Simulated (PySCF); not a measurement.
```xyz
4
charge 0 multiplicity 1, angstrom
La    0.0000    0.0000    0.0000
H     2.1300    0.0000    0.0000
H    -1.0650    1.8446    0.0000
H    -1.0650   -1.8446    0.0000
```

All numbers come from PBE0/[La def2-TZVP with ECP46, H def2-TZVP], scalar-relativistic core potentials, density fitting, no spin–orbit coupling, PySCF.

This geometry of LaH3 is a stationary point at this level.

Problem. What is the point group?

Solution. D3h.

Problem. Is it a minimum?

Solution. No: it has 1 imaginary mode, at 281i cm⁻¹ (a2'').

Problem. List the harmonic modes with their infrared intensities.

Solution. 
| symmetry | ω (cm⁻¹) | IR (km/mol, summed over degenerate members) |
| --- | --- | --- |
| a2'' | 281i | – |
| e' | 602 | 216 |
| e' | 1347 | 2417 |
| a1' | 1404 | 0.0 |

Problem. What are the dipole moment and the gap between the highest occupied and lowest empty levels?

Solution. 0.00 D and 4.46 eV.

In D3h the vibrations span a2'' + 2e' + a1'. The a1' mode carries no infrared intensity, as symmetry demands.

Other isomers or separated fragments may lie lower. At this level a singlet minimum of C3v symmetry lies 8 kJ/mol below this structure.
